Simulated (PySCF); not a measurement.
## Computed structure and properties of YbI2

System: YbI2 (singlet in the valence; each metal's 4f electrons, 14 of them, lie in its core potential, out of spins and levels); start: template (C2v). Method: PySCF 2.14.0, RKS PBE0, Yb lcecp-0-SVP with ECP60, I def2-SVP with ECP28; non-relativistic Hamiltonian with scalar-relativistic core potentials where named; density fitting; no spin-orbit coupling.

Input of the relaxation:

```python
mol = gto.M(atom='''
Yb     0.00000     0.00000    -0.73879
I      2.78220    -0.00000     0.50631
I     -2.78220     0.00000     0.50631''',
    basis={'Yb': 'lcecp-0-SVP', 'I': 'def2-SVP'},
    ecp={'Yb': 'lcecp-0-SVP', 'I': 'def2-SVP'},
    charge=0, spin=0)
mf = dft.RKS(mol, xc='PBE0')
mf.grids.atom_grid = (50, 194)  # f atoms: unpruned, at least (60, 302)
mf = mf.density_fit()  # fitting sets: Yb AutoAux, I def2-universal-JKFIT
mf.conv_tol = 1e-08; mf.max_cycle = 55
mf.kernel(dm0)  # dm0: converged density of the start geometry
# quasi-Newton relaxation in Cartesian coordinates to a largest gradient under 0.00045 Eh/bohr, steps kept in the point group
```

Run from Python with OMP_NUM_THREADS=2; the lines above give its settings. Where DIIS fails, smearing, a level shift and second-order steps follow.
It took 36 s on 2 threads of Arm Neoverse V1 (shared host), from the converged density of the start.

Course of the relaxation:

```
step  energy above end (eV)  largest force component within the symmetry (eV/Å)
   0                 0.1859                                               0.695
   1                 0.1209                                               0.463
   2                 0.0713                                               0.087
   3                 0.0638                                               0.098
   4                 0.0232                                               0.158
   5                 0.0186                                               0.255
   6                 0.0066                                               0.061
   7                 0.0022                                               0.026
   8                 0.0007                                               0.057
   9                 0.0000                                               0.004
```

Relaxed geometry (D∞h):

```xyz
3

Yb    0.0000    0.0000    0.0798
I     2.9357    0.0000    0.0970
I    -2.9357    0.0000    0.0970
```

| contact | Å |
| --- | --- |
| Yb1–I2 (I) | 2.936 |
| Yb1–I3 (I) | 2.936 |

On the finer grid (75, 302):

```yaml
HOMO: not given (4f levels lie in the core)
LUMO: not given (4f levels lie in the core)
Dipole_about_the_centre_of_mass: 0.09 D
Set_of_Mulliken_populations_of_Yb1_outside_the_core_potential: s 2.38, p 6.26, d 0.62, f 0.01
D3_BJ_dispersion_energy_not_in_the_energies: -0.079 eV
```

| atom | Mulliken (e) | Löwdin (e) | spin (e) |
| --- | --- | --- | --- |
| Yb1 | 0.73 | 0.21 | 0.00 |
| I2 | -0.37 | -0.11 | 0.00 |
| I3 | -0.37 | -0.11 | 0.00 |

The 4f levels lie in the core potential and are missing.

On the grid (50, 194), as all that follows. Harmonic modes: a minimum within the noise of the softest modes; lowest 23 cm⁻¹ (negative: unstable), highest 179 cm⁻¹, zero-point energy 0.021 eV.

Taking off one I (charge -1, singlet; the rest: singlet) in vacuum, both parts rigid, costs 6.81 eV; the small basis without counterpoise inflates it. Most of it is the attraction of opposite charges; other ways to part are cheaper, and one spin state was tried for the rest.

Rigid scan of I along the line from its metal:

```json
{"distance to I2 (Å)": "2.64", "energy (eV)": "0.409"}
{"distance to I2 (Å)": "2.74", "energy (eV)": "0.161"}
{"distance to I2 (Å)": "2.84", "energy (eV)": "0.036"}
{"distance to I2 (Å)": "2.94", "energy (eV)": "0.000"}
{"distance to I2 (Å)": "3.04", "energy (eV)": "0.028"}
{"distance to I2 (Å)": "3.14", "energy (eV)": "0.103"}
{"distance to I2 (Å)": "3.34", "energy (eV)": "0.337"}
{"distance to I2 (Å)": "3.64", "energy (eV)": "0.785"}
{"distance to I2 (Å)": "4.04", "energy (eV)": "1.401"}
{"distance to I2 (Å)": "4.54", "energy (eV)": "2.071"}
```

One start shape was tried, so this needn't be the lowest isomer.

An lcecp potential fixes the number of 4f electrons, so in runs with it no electron can move into or out of that shell.
